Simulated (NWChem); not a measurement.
SnH2OCl2; SMILES [OH][SnH]([Cl])[Cl]

```xyz
6

Sn    -0.3142     0.2946     0.0000
O     -1.9129    -0.8439     0.0000
Cl     0.9860    -0.2385     1.8685
Cl     0.9860    -0.2385    -1.8685
H     -0.8048     1.9164     0.0000
H     -1.7045    -1.7866     0.0000
```
Atoms are numbered in this order, from 1.

Computed with NWChem. Coordinates come from a PBE0/def2-SVP (def2 core potentials past Kr) optimisation.

### Question
Estimate the computed values for PBE0/3-21G, non-relativistic. Quantities: highest occupied level (eV); orbital gap (eV); dipole (D).

### Answer
```
Property                     Result
---------------------------  ------
highest occupied level (eV)   -9.07
orbital gap (eV)               7.08
dipole (D)                     1.89
```
